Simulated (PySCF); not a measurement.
C4H12F2Si3.
SMILES with atom numbers: `[CH3:1][CH2:2][C:3]([F:4])([F:5])[Si@@H:6]1[CH2:7][SiH2:8][SiH2:9]1`

NICS is the negative of the GIAO shielding at a point without a nucleus: at the ring centre (0) and 1 Å above and below it (1); zz is the component along the ring normal. Level: GIAO PBE0/pcSseg-1 (PySCF, non-relativistic, gas phase) on the GFN2-xTB geometry, one conformer.

Ring bond lengths (Å), with Mayer bond orders in brackets: Si6–C7 1.929 (0.90), C7–Si8 1.938 (0.89), Si8–Si9 2.353 (0.88), Si9–Si6 2.341 (0.91).

Give the NICS values of each ring in ppm.

```tsv
ring	type	NICS(0)	NICS(1), two faces	NICS(1)zz, two faces	rms pucker (Å)	centre to ring atoms, mean (Å)
Si6–C7–Si8–Si9	4-membered ring with 3 Si; formal bonds all single	2.0	-0.8 / -0.4	6.2 / 5.4	0.06	1.51
```

What can be read from them?

- Si6–C7–Si8–Si9: mean NICS(1)zz 5.8 ppm, deshielded. Si6, C7, Si8, Si9 have four or more neighbours; no verdict on aromaticity is drawn.

At the second NICS(1) probe listed for ring Si6–C7–Si8–Si9, 1 Å off the ring, what do the in-plane components average?

The isotropic value is a third of the trace: (3 × -0.4 − (5.4))/2 = -3.3 ppm.

List the ring angles and the Hirshfeld charges of the ring atoms.

- Si6–C7–Si8–Si9: Si6 88.6° (+0.251 e), C7 102.5° (-0.253 e), Si8 88.1° (+0.248 e), Si9 80.0° (+0.150 e); sum 359.2° against 360° for a flat convex ring.

Shape of the structure used: `[CH3:1][CH2:2][C:3]([F:4])([F:5])[Si@@H:6]1[CH2:7][SiH2:8][SiH2:9]1`: C1–C2–C3–F4 179°, C2–C3–Si6–C7 -89°.
